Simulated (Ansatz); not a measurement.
Input file for Ansatz (a first-principles code): R-PBE0/def2-TZVPPD on AlAsH6 (a complex), monomers drawn apart or pushed together. Files ending in .json are basis or fitting sets from the Basis Set Exchange.

Ansatz 0.2 input:
```yaml
crystal:
  periodic: [false, false, false]
  atoms:
    - {symbol: Al, position_ang: [0.28219905, 0.62545735, 0.56096258]}
    - {symbol: H, position_ang: [-0.54047815, -0.29260812, -0.44148129]}
    - {symbol: H, position_ang: [-0.24747156, 2.09128831, 0.86980076]}
    - {symbol: H, position_ang: [1.81159463, 0.28935591, 0.83026113]}
    - {symbol: As, position_ang: [-1.02539126, -0.93567821, 3.69376337]}
    - {symbol: H, position_ang: [-0.56028655, -0.43569575, 5.04159914]}
    - {symbol: H, position_ang: [-0.80627576, -2.40715469, 3.95784847]}
    - {symbol: H, position_ang: [-2.50669867, -0.91412123, 3.99079856]}
basis:
  gaussian:
    orbitals: def2-TZVPPD.json
hamiltonian:
  xc: {name: PBE0}
scf: {lower_state_search: off}
```

Output:

```
WARN ansatz: RAYON_NUM_THREADS=2 ignored (pool sized by the plan → 2); use --threads N
Functional definition: PBE0
these checks for a lower state are left out or cut short: stability, starts, cluster_reference, orbital_swaps, neighbouring_geometries, increment
integrals: 0.11 GiB planned
1102 factors; their error is unknown
mean field: 0.97 GiB planned
mean field evaluation 1: about -67523.4421 eV, gradient 1.5e1 eV
mean field evaluation 2: about -67523.9162 eV, gradient 7.6e0 eV
mean field evaluation 4: about -67523.9871 eV, gradient 3.9e-1 eV
mean field evaluation 8: about -67524.2457 eV, gradient 2.4e-2 eV
mean field -67524.24573399 eV, -2481.4702611466 hartree, gradient 1.8e-6 eV, S^2 0.000000; 0 other end points of the search recorded, 0 dependent functions left out
reference -67524.24577688 eV, -2481.4702627225 hartree; 26, 26 occupied and 178, 178 virtual orbitals, 1102 factors
Total energy: -67524.24577688 eV, -2481.4702627225 hartree
Checks for a lower state left out: stability, starts, cluster_reference, orbital_swaps, neighbouring_geometries, increment
```

The calculation finished and met its thresholds.

Cost: very roughly 5 core-seconds.
